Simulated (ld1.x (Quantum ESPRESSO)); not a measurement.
How hard is this Zr (Z = 40) TM potential?

- Element: Zr (Z = 40)
- Generator: ld1.x (Quantum ESPRESSO) 7.5
- Type: norm-conserving Troullier–Martins (Kleinman–Bylander form)
- Functional: Wu–Cohen
- Relativity: scalar-relativistic
- Frozen core: [Kr]
- Valence charge: 4
- Reference configuration: 4d2 5s0.5 5p0 (charge +1.5)
- Partial waves: 5p (bound, empty): rc 2.60 bohr; 4d (bound): rc 2.05 bohr; 5s (bound): rc 2.90 bohr
- Local potential: the s channel
- Core correction: none

The pseudo-atom Hamiltonian at the reference potential is diagonalised in spherical Bessel functions j_l(qr) that vanish at 20 bohr, with q² up to the cutoff. All-electron valence levels (Ry): 5p -0.6443, 4d -0.9941, 5s -0.9443.

**Question.** How do the lowest levels (Ry) of each channel move with the cutoff, and are there ghosts?

**Answer.**

```
cutoff (Ry)     p #1     p #2     p #3     d #1     d #2     s #1     s #2     f #1     f #2  Σ f·Δε (mRy)
          8  -1.5305  -0.4128  -0.1804  -0.6172  -0.2462  -0.9418  -0.3483  -0.1789  -0.0712         755.1
         10  -3.7148  -0.5630  -0.2326  -0.7016  -0.2651  -0.9433  -0.3488  -0.1789  -0.0712         585.6
         15  -8.2822  -0.6390  -0.2548  -0.8705  -0.2891  -0.9441  -0.3491  -0.1790  -0.0712         247.3
         18  -8.7943  -0.6427  -0.2558  -0.9442  -0.2962  -0.9442  -0.3491  -0.1790  -0.0712         100.0
         25  -8.9985  -0.6438  -0.2561  -0.9834  -0.2995  -0.9443  -0.3491  -0.1790  -0.0712          21.5
         30  -9.0255  -0.6438  -0.2561  -0.9917  -0.3003  -0.9443  -0.3491  -0.1790  -0.0712           4.9
         40  -9.0901  -0.6442  -0.2562  -0.9941  -0.3005  -0.9443  -0.3491  -0.1790  -0.0712           0.1
         45  -9.0993  -0.6442  -0.2562  -0.9941  -0.3005  -0.9443  -0.3491  -0.1790  -0.0712           0.1
        400  -9.1204  -0.6443  -0.2563  -0.9941  -0.3005  -0.9443  -0.3491  -0.1790  -0.0712           0.0
```

Result: ghost state, extra bound levels that the all-electron valence spectrum of the same l lacks: p at -124.1 eV (a true bound ghost makes a file unfit for plane-wave use); 10 mRy is reached at 30 Ry and 1 mRy at 35 Ry.
